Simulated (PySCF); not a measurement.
bromoethene (C2H3Br), SMILES C=CBr.

The structure is a stationary point at PBE0-D3(BJ)/def2-TZVP.

Computed with SMD-M06-2X/def2-SVP run with PySCF.

Solvation free energies are E(SMD) − E(gas) at the gas-phase geometry, for 1 M in both phases. Bromine has the revised SMD18 radius of 2.60 Å. In vacuum the dipole moment is 1.46 D.

Question: Estimate the solvation free energies in water, tetrahydrofuran, n-hexane. (The exact figures need the calculation; the answer reports its results.)

Answer: 
| solvent | ΔG(solv) (kcal/mol) | its non-electrostatic (CDS) part | dipole (D) |
|---|---|---|---|
| water | -0.5 | 2.1 | 1.98 |
| tetrahydrofuran | -3.2 | -1.0 | 1.89 |
| n-hexane | -2.9 | -1.9 | 1.66 |
